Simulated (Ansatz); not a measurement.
Cr₃N₃. Charge 0, multiplicity 4. Geometry r2SCAN-D4/def2-SVP; atoms count from 1.

```xyz
6

Cr    1.098   -1.390    1.348
Cr    0.042    0.654    0.343
Cr   -0.191   -1.507   -0.961
N     0.953    0.228    1.767
N    -1.006    1.584   -1.105
N    -0.895    0.430   -1.392
```

The charge 0 quartet is spin-contaminated (final ⟨S²⟩ up to 8.69, 3.75 for a pure state). At PBE0-D4/def2-TZVP a doublet of charge 0 lies 0.24 eV below the quartet, each at its own geometry. The structure comes from a short search, and lower isomers may exist.

Q: Estimate the Mulliken populations from the PBE0/def2-TZVP orbitals of Ansatz.

A: 
```
atom  charge (e)  spin (α − β)  d electrons
 Cr1        0.44          4.26         4.65
 Cr2        0.47          4.17         4.70
 Cr3        0.19         -5.03         4.79
  N4       -0.77         -0.74            –
  N5       -0.20          0.12            –
  N6       -0.12          0.22            –
```
Mulliken values depend strongly on the basis.

Q: Where does the spin sit?

A: Summed by element: Cr 3.41, N -0.41, of 3 unpaired in all. Largest on single atoms: Cr3 -5.03, Cr1 4.26, Cr2 4.17.

Q: And the Mayer bond orders between heavy atoms (over 0.3)?

A: Cr1–Cr2 0.34 (2.51 Å); Cr1–Cr3 0.67 (2.65 Å); Cr1–N4 1.41 (1.68 Å); Cr2–Cr3 0.43 (2.54 Å); Cr2–N4 1.26 (1.74 Å); Cr2–N5 0.59 (2.02 Å); Cr2–N6 0.40 (1.98 Å); Cr3–N6 0.39 (2.11 Å); N5–N6 2.00 (1.19 Å).
